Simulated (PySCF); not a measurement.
Sn(Me)2(Cl)2 (C2H6Cl2Sn), SMILES [Sn]([Cl])([Cl])([CH3])[CH3].

Coordinates come from a B3LYP-D3(BJ)/def2-SVP optimisation. The isomer is the one that the SMILES or the coordinates give; other isomers of the formula were not compared. The def2 effective core potentials stand for the cores of Sn; spin–orbit coupling is left out.

Vertical ionisation energy (IE) and electron affinity (EA) in eV. Rows of orbital energies are one-electron estimates. Where ΔSCF, EOM or ADC give a negative EA the extra electron is unbound and the value depends on the basis.

```csv
level,IE,EA
"−ε(HOMO), −ε(LUMO), ωB97X/def2-TZVP (PySCF)",…,…
"−ε(HOMO), −ε(LUMO), PBE/def2-TZVP (PySCF)",7.05,2.11
```

### Question
Complete the blanks. (The exact figures need the calculation; the answer reports its results.)

### Answer

- −ε(HOMO), −ε(LUMO), ωB97X/def2-TZVP (PySCF), IE: 10.65
- −ε(HOMO), −ε(LUMO), ωB97X/def2-TZVP (PySCF), EA: -0.91
